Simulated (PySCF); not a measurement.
HClF₂SeSi (SMILES F[Si](F)(Cl)[SeH]), singlet, geometry from GFN2-xTB; DF-PBE0/STO-3G (PySCF).

PySCF was given this input:
```python
from pyscf import gto, scf, dft

mol = gto.Mole()
mol.atom = '''
    F    -1.239944   -1.186274   -1.003341
    Si   -0.566782   -0.302268    0.137841
    F    -0.482854   -1.355046    1.333773
    Cl   -1.793834    1.179763    0.617431
    Se    1.523797    0.215454   -0.474659
    H     2.126206   -0.277778    0.738426
'''
mol.basis = 'sto-3g'
mol.charge = 0
mol.spin = 0
mol.verbose = 4
mol.max_memory = 1800
mol.build()

mf = dft.RKS(mol)
mf.xc = 'pbe0'
mf = mf.density_fit(auxbasis='def2-universal-jkfit')
mf.kernel()
```

It wrote (shortened):

```
PySCF version 2.14.0

[INPUT] verbose = 4
[INPUT] num. atoms = 6
[INPUT] num. electrons = 84
[INPUT] charge = 0
[INPUT] spin (= nelec alpha-beta = 2S) = 0
[INPUT] symmetry False subgroup None
[INPUT] Mole.unit = angstrom
[INPUT] Symbol           X                Y                Z      unit          X                Y                Z       unit  Magmom
[INPUT]  1 F     -1.239944000000  -1.186274000000  -1.003341000000 AA   -2.343154569798  -2.241732968692  -1.896039699547 Bohr   0.0
[INPUT]  2 Si    -0.566782000000  -0.302268000000   0.137841000000 AA   -1.071062752333  -0.571203736220   0.260481738736 Bohr   0.0
[INPUT]  3 F     -0.482854000000  -1.355046000000   1.333773000000 AA   -0.912461818151  -2.560665826187   2.520465682340 Bohr   0.0
[INPUT]  4 Cl    -1.793834000000   1.179763000000   0.617431000000 AA   -3.389854972933   2.229428961895   1.166775490816 Bohr   0.0
[INPUT]  5 Se     1.523797000000   0.215454000000  -0.474659000000 AA    2.879558999434   0.407149052442  -0.896975512560 Bohr   0.0
[INPUT]  6 H      2.126206000000  -0.277778000000   0.738426000000 AA    4.017947024407  -0.524924343429   1.395422903258 Bohr   0.0

nuclear repulsion = 540.236937819833
number of shells = 25
number of NR pGTOs = 141
number of NR cGTOs = 47
basis = sto-3g
ecp = {}

******** <class 'pyscf.df.df_jk.DFRKS'> ********
method = DFRKS
initial guess = minao
damping factor = 0
level_shift factor = 0
DIIS = <class 'pyscf.scf.diis.CDIIS'>
diis_start_cycle = 1
diis_space = 8
diis_damp = 0
SCF conv_tol = 1e-09
SCF conv_tol_grad = None
SCF max_cycles = 50
direct_scf = False
XC library pyscf.dft.libxc version 7.1.2
    S. Lehtola, C. Steigemann, M. J. T. Oliveira, and M. A. L. Marques,  SoftwareX 7, 1–5 (2018)
XC functionals = pbe0
    C. Adamo and V. Barone,  J. Chem. Phys. 110, 6158 (1999)
    M. Ernzerhof and G. E. Scuseria,  J. Chem. Phys. 110, 5029 (1999)
radial grids:
    Treutler-Ahlrichs [JCP 102, 346 (1995); DOI:10.1063/1.469408] (M4) radial grids

becke partition: Becke, JCP 88, 2547 (1988); DOI:10.1063/1.454033
pruning grids: <function nwchem_prune>
grids dens level: 3
symmetrized grids: False
atomic radii adjust function: <function treutler_atomic_radii_adjust>
small_rho_cutoff = 0
Set gradient conv threshold to 3.16228e-05
Initial guess from minao.
tot grids = 96816
******** <class 'pyscf.df.df.DF'> ********
auxbasis = def2-universal-jkfit
init E= -3310.09304721024
  HOMO = -0.553362879039535  LUMO = -0.180861436098333  gap/eV = 10.13628
cycle= 1 E= -3312.85575324419  delta_E= -2.76  |g|= 0.708  |ddm|= 3.12
  HOMO = -0.134747869718282  LUMO = 0.0601851409440153  gap/eV = 5.30440
cycle= 2 E= -3312.90160198343  delta_E= -0.0458  |g|=  0.7  |ddm|= 2.63
  HOMO = -0.174395742043547  LUMO = 0.115076556994898  gap/eV = 7.87694
cycle= 3 E= -3313.0802391531  delta_E= -0.179  |g|= 0.0775  |ddm|= 1.35
  HOMO = -0.190460382773126  LUMO = 0.110819027184251  gap/eV = 8.19823
cycle= 4 E= -3313.0829615137  delta_E= -0.00272  |g|= 0.0176  |ddm|= 0.211
  HOMO = -0.187799800252352  LUMO = 0.110335463002151  gap/eV = 8.11267
cycle= 5 E= -3313.08310655997  delta_E= -0.000145  |g|= 0.00318  |ddm|= 0.0433
  HOMO = -0.188056280938657  LUMO = 0.110584625704318  gap/eV = 8.12643
cycle= 6 E= -3313.08311079356  delta_E= -4.23e-06  |g|= 0.000927  |ddm|= 0.00777
  HOMO = -0.188222938426524  LUMO = 0.11063689769402  gap/eV = 8.13239
cycle= 7 E= -3313.08311116658  delta_E= -3.73e-07  |g|= 0.000112  |ddm|= 0.00219
  HOMO = -0.188191679177804  LUMO = 0.110629019027366  gap/eV = 8.13133
cycle= 8 E= -3313.08311117413  delta_E= -7.55e-09  |g|= 8.02e-06  |ddm|= 0.00033
  HOMO = -0.188190240274464  LUMO = 0.110629148046085  gap/eV = 8.13129
cycle= 9 E= -3313.08311117417  delta_E= -4.18e-11  |g|= 1.83e-06  |ddm|= 2.27e-05
  HOMO = -0.188191054554821  LUMO = 0.110628701818517  gap/eV = 8.13130
Extra cycle  E= -3313.08311117417  delta_E= -7.28e-12  |g|= 1.05e-06  |ddm|= 7.32e-06
converged SCF energy = -3313.08311117417
```
